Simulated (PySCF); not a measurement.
# Correlation energy of B (boron, neutral)

[He] 2s2 2p1, 2P determinant. All numbers are calculated (PySCF 2.14, the non-relativistic Hamiltonian (point nucleus), in 6-31G*). Frozen: 1s2; 3 electrons correlated.

MP2 pair energies summed by pair of shells (mhartree):

```tsv
pair	energy	share (%)
2s-2s	-22.22	61.6
2s-2p	-13.84	38.4
```

Total MP2 correlation energy: -36.05 mhartree.

Same-spin part -2.27 and opposite-spin part -33.78 mhartree; SCS-MP2 scales them by 1/3 and 6/5 to -41.30 mhartree.

```csv
level,correlation energy (mhartree)
CCSD,-56.34
(T),-0.77
CCSD(T),-57.11
```

Diagnostics: T1 = 0.0095, D1 = 0.0166, largest double amplitude 0.145.

Cost of the coupled-cluster step: 0.09 s of wall time on 1 thread of Neoverse-V1 (shared host), for 3 correlated electrons.
